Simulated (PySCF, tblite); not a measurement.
Isomers of C4H14Si4. All values are computed: GFN2-xTB (tblite) harmonic vibrations without scaling, gas phase. Errors from tens to a few hundred cm⁻¹ against measured bands are possible. Modes of hydrogen on silicon can be 10 to 20 % off. One conformer each.

Electronic energies: PBE0-D3(BJ)/def2-SVP at its own geometries (PySCF, gas phase).

```tsv
SMILES	electronic energy, lowest = 0 (kJ/mol)
C#C[C@H](C)[SiH2][SiH2][SiH2][SiH3]	188.7
C=CC[Si@@H]1[SiH2][SiH2][Si@@H]1C	0.0
C[Si@@H]1[SiH2][SiH2][Si@H]1C1CC1	4.5
C=CC[Si@@H]1[SiH2][SiH2][Si@H]1C	0.4
C#C[Si@H](CC)[SiH2][SiH2][SiH3]	149.4
C[Si@H]1[SiH2][Si@H](C2CC2)[SiH2]1	4.0
```

**Question.** How do GFN2-xTB zero-point energies change the relative energies?

**Answer.** 
```json
{"SMILES": "C=CC[Si@@H]1[SiH2][SiH2][Si@@H]1C", "ZPE (kJ/mol)": "406.4", "of it from modes above 1550 cm⁻¹": "232.8", "electronic (kJ/mol)": "0.0", "with ZPE, lowest = 0 (kJ/mol)": "0.0", "lowest mode (cm⁻¹)": "27", "rings": "1"}
{"SMILES": "C=CC[Si@@H]1[SiH2][SiH2][Si@H]1C", "ZPE (kJ/mol)": "406.5", "of it from modes above 1550 cm⁻¹": "232.7", "electronic (kJ/mol)": "0.4", "with ZPE, lowest = 0 (kJ/mol)": "0.6", "lowest mode (cm⁻¹)": "27", "rings": "1"}
{"SMILES": "C[Si@H]1[SiH2][Si@H](C2CC2)[SiH2]1", "ZPE (kJ/mol)": "411.4", "of it from modes above 1550 cm⁻¹": "222.9", "electronic (kJ/mol)": "4.0", "with ZPE, lowest = 0 (kJ/mol)": "9.0", "lowest mode (cm⁻¹)": "29", "rings": "2"}
{"SMILES": "C[Si@@H]1[SiH2][SiH2][Si@H]1C1CC1", "ZPE (kJ/mol)": "411.6", "of it from modes above 1550 cm⁻¹": "223.0", "electronic (kJ/mol)": "4.5", "with ZPE, lowest = 0 (kJ/mol)": "9.7", "lowest mode (cm⁻¹)": "36", "rings": "2"}
{"SMILES": "C#C[Si@H](CC)[SiH2][SiH2][SiH3]", "ZPE (kJ/mol)": "389.2", "of it from modes above 1550 cm⁻¹": "226.7", "electronic (kJ/mol)": "149.4", "with ZPE, lowest = 0 (kJ/mol)": "132.3", "lowest mode (cm⁻¹)": "13i", "rings": "0"}
{"SMILES": "C#C[C@H](C)[SiH2][SiH2][SiH2][SiH3]", "ZPE (kJ/mol)": "383.6", "of it from modes above 1550 cm⁻¹": "223.0", "electronic (kJ/mol)": "188.7", "with ZPE, lowest = 0 (kJ/mol)": "165.9", "lowest mode (cm⁻¹)": "15i", "rings": "0"}
```

The zero-point energies span 28.0 kJ/mol, from `C#C[C@H](C)[SiH2][SiH2][SiH2][SiH3]` to `C[Si@@H]1[SiH2][SiH2][Si@H]1C1CC1`. Slightly imaginary modes are left out of the zero-point energy: `C#C[Si@H](CC)[SiH2][SiH2][SiH3]` 12.7i, 10.6i cm⁻¹ and `C#C[C@H](C)[SiH2][SiH2][SiH2][SiH3]` 15.1i cm⁻¹. The order is unchanged.

**Question.** And how do the electronic energies of GFN2-xTB itself compare?

**Answer.** `C=CC[Si@@H]1[SiH2][SiH2][Si@@H]1C` 24.4; `C=CC[Si@@H]1[SiH2][SiH2][Si@H]1C` 22.5; `C[Si@H]1[SiH2][Si@H](C2CC2)[SiH2]1` 1.4; `C[Si@@H]1[SiH2][SiH2][Si@H]1C1CC1` 0.0; `C#C[Si@H](CC)[SiH2][SiH2][SiH3]` 46.0; `C#C[C@H](C)[SiH2][SiH2][SiH2][SiH3]` 17.5 kJ/mol, lowest = 0. Against the energies above, taken from the same isomer `C=CC[Si@@H]1[SiH2][SiH2][Si@@H]1C`, the largest difference is 195.6 kJ/mol. The two levels were optimised apart and needn't hold the same conformer.

**Question.** What do entropy and thermal enthalpy add at 298.15 K and 1 bar (rigid rotor, harmonic oscillator, one conformer each)?

**Answer.** 
```
                            SMILES  point group  symmetry number  S (J/(mol K))  H − H(0) (kJ/mol)  ZPE + H − H(0) − TS (kJ/mol)
 C=CC[Si@@H]1[SiH2][SiH2][Si@@H]1C           C1                1          513.7              41.75                         295.0
  C=CC[Si@@H]1[SiH2][SiH2][Si@H]1C           C1                1          512.3              41.70                         295.5
C[Si@H]1[SiH2][Si@H](C2CC2)[SiH2]1           C1                1          495.8              39.85                         303.4
 C[Si@@H]1[SiH2][SiH2][Si@H]1C1CC1           C1                1          494.6              39.81                         303.9
```

Not tabulated: `C#C[Si@H](CC)[SiH2][SiH2][SiH3]` (lowest mode only 13i cm⁻¹); `C#C[C@H](C)[SiH2][SiH2][SiH2][SiH3]` (lowest mode only 15i cm⁻¹).
